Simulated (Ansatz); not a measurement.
`[F][Al]([Cl])[SeH]` and `C[O][Al]([F])[Cl]` differ in one atom or group.

Ansatz, PBE0-D4/def2-TZVP geometries, multiplicity 1. Each molecule was computed in one conformer, which needn't be the lowest.

Scalar relativity is left out up to krypton. Spin–orbit coupling is left out; it splits and shifts lone-pair levels of the heavy atoms by tenths of an eV.

```
                                      property  `[F][Al]([Cl])[SeH]`
size of the dipole moment (PBE/def2-TZVPP) / D                  1.11
         HOMO energy (ωB97M-V/def2-TZVPP) / eV                 -9.99
             LUMO energy (PBE/def2-TZVPP) / eV                 -1.96
           HOMO energy (B3LYP/def2-TZVPP) / eV                 -7.60
             HOMO energy (PBE/def2-TZVPP) / eV                 -6.71
           HOMO–LUMO gap (PBE/def2-TZVPP) / eV                  4.75
```

Task: Give the same properties after the change, and the shifts. (An estimate is asked.)

Result: Ansatz gave: 
```tsv
property	`C[O][Al]([F])[Cl]`	shift
size of the dipole moment (PBE/def2-TZVPP) / D	1.97	0.86
HOMO energy (ωB97M-V/def2-TZVPP) / eV	-11.11	-1.12
LUMO energy (PBE/def2-TZVPP) / eV	-1.78	0.18
HOMO energy (B3LYP/def2-TZVPP) / eV	-8.47	-0.87
HOMO energy (PBE/def2-TZVPP) / eV	-7.15	-0.44
HOMO–LUMO gap (PBE/def2-TZVPP) / eV	5.37	0.62
```

With PBE0 the HOMO falls by 0.85 eV and the LUMO rises by 0.23 eV, so the gap widens by about 1.08 eV. PBE moves the HOMO by -0.44 eV and ωB97M-V by -1.12 eV. The zero-point energy changes by 89.0 kJ/mol with +9 modes. Dipoles are sizes alone; their direction can turn.

B3LYP here is the variant with VWN-RPA as its local correlation; programs differ in this.
